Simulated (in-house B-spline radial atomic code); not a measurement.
# Ionising the calcium ion Ca¹⁵⁺ with different functionals

Computed with a B-spline radial code for spherical atoms: non-relativistic Hamiltonian, point nucleus, spin-polarised at highest spin, spherical fractional occupations for the functionals. The ionisation energy is the difference of two self-consistent energies, [He] 2s2 2p1 → [He] 2s2, without Breit or QED terms; ε is the level of the shell that loses the electron (its least bound occupied spin orbital).

Hybrids are left out here: with spherical fractional occupations of an open shell their exact exchange keeps a self-interaction that integer-occupation calculations don't have.

| method | rung | ΔSCF (eV) | -ε(2p) (eV) |
| --- | --- | --- | --- |
| LDA VWN5 | LDA | 968.83 | 931.26 |
| BLYP | GGA | 970.20 | 932.59 |
| RPBE | GGA | ? | ? |
| PBE | GGA | 969.56 | 931.92 |
| OLYP | GGA | 969.16 | 932.62 |
| TPSS | meta-GGA | ? | ? |

(1) What does RPBE give?

(2) What does TPSS give?

(3) How do they compare with the NIST value?

## Answers

(1) ΔSCF 969.13 eV, and -ε(2p) = 931.71 eV.

(2) ΔSCF 969.01 eV, and -ε(2p) = 932.08 eV.

(3) NIST lists 973.7 eV ± 0.3 (semi-empirical, ground level to ground level). Errors run from -4.87 to -3.50 eV. The correlated functionals all miss on the same side by more than they spread, so the cause is common to them (relativity, Breit-QED terms, multiplet and fine-structure energies, or a listed next ion that isn't the cheapest removal here) and closeness doesn't rank the functionals.
